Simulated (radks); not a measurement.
The numbers below are computed, except where a source is named.
Ho XVIII, configuration [Kr] 4d10 4f4. Code: a radial shooting solver on a logarithmic mesh with Libxc functionals. Model: scalar-relativistic Kohn-Sham, LB94 model potential, spin-polarised, spherical densities, finite nucleus; open shells are filled with parallel spins first (spin-orbit coupling, left out, can overturn this in heavy ions); Fermi nuclear charge, rms radius 5.2022 fm.

Unscreened Slater integrals over Kohn-Sham orbitals (eV). They are taken over the spin-up orbitals.

integral,value
"F0(4f,4f)",42.256
"F2(4f,4f)",21.558
"F4(4f,4f)",13.861
"F6(4f,4f)",10.073
"F0(4f,4d)",42.712
"F2(4f,4d)",21.399
"F4(4f,4d)",13.907
"G1(4f,4d)",24.439
"G3(4f,4d)",15.928
"G5(4f,4d)",11.431
"F0(4f,4p)",43.725
"F2(4f,4p)",22.216
"G2(4f,4p)",19.254
"G4(4f,4p)",13.563
"F0(4f,4s)",44.747
"G3(4f,4s)",16.309
"F0(4d,4d)",43.634
"F2(4d,4d)",22.324
"F4(4d,4d)",15.041
"F0(4d,4p)",44.631
"F2(4d,4p)",23.022
"G1(4d,4p)",29.135
"G3(4d,4p)",18.379
"F0(4d,4s)",45.636
"G2(4d,4s)",22.826
"F0(4p,4p)",45.767
"F2(4p,4p)",24.030
"F0(4p,4s)",46.842
"G1(4p,4s)",31.855
"F0(4s,4s)",48.023

Derived for the open shells (J is the average intra-shell exchange parameter used in DFT+U). 4f: F4/F2 = 0.643, F6/F2 = 0.467, J = (286 F2 + 195 F4 + 250 F6)/6435 = 1.770 eV.
